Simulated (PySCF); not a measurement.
Two species compared at the same levels of theory.

First species: N-tert-butylformamide, C₅H₁₁NO.
SMILES: `CC(C)(C)NC=O`

Second species: H₆P₂Si.
Atom-mapped SMILES: `[PH2:1][SiH2:2][PH2:3]` (hydrogens: H4, H5 on P1; H6, H7 on Si2; H8, H9 on P3)

Levels: CAM-B3LYP/def2-SVPD for dipole moment, HOMO energy, LUMO energy, HOMO–LUMO gap, static isotropic polarisability and electronic spatial extent ⟨r²⟩ about the centre of nuclear charge; TDDFT CAM-B3LYP/def2-SVPD for lowest singlet excitation; TDA CAM-B3LYP/def2-SVPD for lowest triplet excitation (Tamm–Dancoff); GFN2-xTB for rotational constant A and rotational constant C. Geometries: GFN2-xTB. Each species is one conformer at its optimised geometry, gas phase, non-relativistic unless stated. Electronic properties by PySCF.

Dipoles, sizes and rotational constants follow the conformer. The torsions of the flexible species, by atom-mapped SMILES:
- `[CH3:1][C:2]([CH3:3])([CH3:4])[NH:5][CH:6]=[O:7]`: C1–C2–N5–C6 60°, C2–N5–C6–O7 0°
- `[PH2:1][SiH2:2][PH2:3]`: H–P1–Si2–P3 -169°, H–P1–Si2–P3 -76°, H–P3–Si2–P1 169°, H–P3–Si2–P1 76°

Problem. Which has the higher rotational constant C?

Solution. The second: 1.902 GHz against 1.872 GHz, a difference of 0.030 GHz.

Problem. Which of the two has the higher LUMO energy, and by how much?

Solution. The first: 1.04 eV against 0.75 eV, a difference of 0.29 eV.

Problem. Which has the higher S1 energy?

Solution. The second: 6.47 eV against 5.72 eV, a difference of 0.75 eV.

Problem. Which has the higher static isotropic polarisability?

Solution. The second: 82.7 au against 72.0 au, a difference of 10.7 au.

Problem. Which of the two has the higher T1 energy, and by how much?

Solution. The second: 5.68 eV against 5.23 eV, a difference of 0.45 eV.

Problem. Which of the two has the higher rotational constant A, and by how much?

Solution. The second: 10.404 GHz against 4.146 GHz, a difference of 6.258 GHz.

Problem. Which has the higher ⟨r²⟩?

Solution. The first: 797 bohr² against 634 bohr², a difference of 163 bohr².

Problem. Which has the higher dipole moment?

Solution. The first: 3.90 D against 1.38 D, a difference of 2.52 D.

On the first: In wavenumbers S1 is 46200 cm⁻¹ (1 eV = 8065.54 cm⁻¹). The vertical singlet–triplet gap S1 − T1 is 0.49 eV (TDDFT singlet less Tamm–Dancoff triplet).

On the second: In wavenumbers S1 is 52200 cm⁻¹ (1 eV = 8065.54 cm⁻¹). The polarisability is 12.25 Å³ as a volume (1 au = 0.148185 Å³), or 1.65 au for each of the 50 electrons.
